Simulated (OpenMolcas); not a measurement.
# Co2+ in CaF2: curves along the breathing mode

Co2+ with its 8 nearest fluoride ions, on the Ca site of CaF2 (a = 5.46294 Å, distance in the model lattice 2.366 Å). The rest of the host is ab initio model potentials to 7.6 Å and point charges beyond; the distance is set by hand and nothing relaxes. Ligand basis ANO-RCC-VDZP.

```
Program             : OpenMolcas 26.06
Method              : CASSCF
Basis               : ANO-RCC-VDZP [5s4p2d1f]
Scalar Hamiltonian  : DKH2, point nucleus
Active space        : 7 electrons in 5 orbitals (3d)
State averaging     : 2S+1 = 4 even, 10 roots; 2S+1 = 2 even, 40 roots
Spin-orbit coupling : RASSI with atomic mean-field integrals over the reference wave functions
```

Spin-free energies (labels of O, the rotations of Oh) in cm-1 above the lowest fitted minimum, as all ligands move together:

```
R (Å)    4A2    4T2    4T1     2E    2T1    2A1  4T1(2)
2.115    360   5220   8900  21430  22180  23840   24810
2.165    280   4510   7740  21190  21850  23100   23910
2.215   2750   6430   9270  23490  24060  25010   25680
2.264   7330  10560  13070  27930  28410  29130   29690
2.314  13970  16820  19030  34420  34830  35360   35840
2.364  22370  24880  26850  42670  43010  43420   43830
2.414  32340  34570  36320  52500  52780  53080   53440
```

Cubic fits give the following; the wavenumber is harmonic, with the mass of all moving ligands, small differences in it between states hang on the degree of the fit, a number in brackets counts states of one label, and the table is a selection of at most 14 states with clean curves.

```
 State  R0 (Å)  Breathing mode (cm-1)  Minimum (cm-1)
   4A2   2.141                    481               0
   4T2   2.153                    485            4450
   4T1   2.161                    487            7750
    2E   2.144                    480           20980
   2T1   2.146                    479           21680
   2A1   2.153                    485           23050
4T1(2)   2.156                    487           23880
   2T2   2.154                    484           23870
2T1(2)   2.151                    486           27920
2T2(2)   2.149                    483           28050
 2E(2)   2.153                    484           30100
2T1(3)   2.157                    486           30950
2T1(4)   2.162                    489           31890
2T2(3)   2.160                    489           33070
```

The minimum of 4T2 is shifted by +0.0119 Å against 4A2 (from the unrounded fits). With M = 152.0 u for the moving shell, the Huang-Rhys factor in this mode is S = M ω ΔR² / 2ħ = 0.01483 × 152.0 × 481 × 0.0119² = 0.15. Only the first shell moves, against a rigid host.

Without dynamic correlation the repulsion within the d shell is too large (B by tens of per cent), so at a given field states of lower spin stand too high. Ligand-to-metal charge-transfer states are missing. With no ligand orbital active B as a rule stays too high, so bands that hang on it stand too high and its fall with covalency is understated. With metal d orbitals alone and no dynamic correlation 10Dq can be off by a tenth to a fifth, either way, in oxide and fluoride hosts. No measured value stands beside these numbers.
